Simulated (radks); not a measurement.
Question: Neutral ytterbium, configuration [Kr] 4d10 4f14 5s2 5p5.75 6s2 5d0.25 (fractional occupations, a model configuration). All-electron calculation, Dirac Kohn-Sham, PBEsol, spin-unpolarised, spherical densities, finite nucleus; open shells fill j = l - 1/2 first; Fermi nuclear charge, rms radius 5.3108 fm. Program: a radial shooting solver on a logarithmic mesh with Libxc functionals.

Spin-orbit splittings of the eigenvalues, e(l+1/2) - e(l-1/2), with zeta = 2 splitting/(2l+1) and mean radii in bohr:

| shell | occ. | splitting (eV) | zeta (eV) | <r> j=l-1/2 | <r> j=l+1/2 |
|---|---|---|---|---|---|
| 2p | 6 | ? | ? | 0.06873 | 0.07623 |
| 3p | 6 | 222.1 | 148.0 | 0.2061 | 0.2202 |
| 3d | 10 | 48.54 | 19.42 | 0.1935 | 0.1979 |
| 4p | 6 | 50.34 | 33.56 | 0.4957 | 0.5282 |
| 4d | 10 | 9.163 | 3.665 | 0.5536 | 0.5652 |
| 4f | 14 | 1.320 | 0.3771 | 0.7738 | 0.7978 |
| 5p | 5.75 | 6.156 | 4.104 | 1.364 | 1.483 |
| 5d | 0.25 | 0.2174 | 0.08697 | 3.341 | 3.583 |
| 6p | 0 | 0.2772 | 0.1848 | 5.325 | 5.804 |

Estimate the 2p splitting.

Answer: 1046 eV (zeta = 697.6 eV).
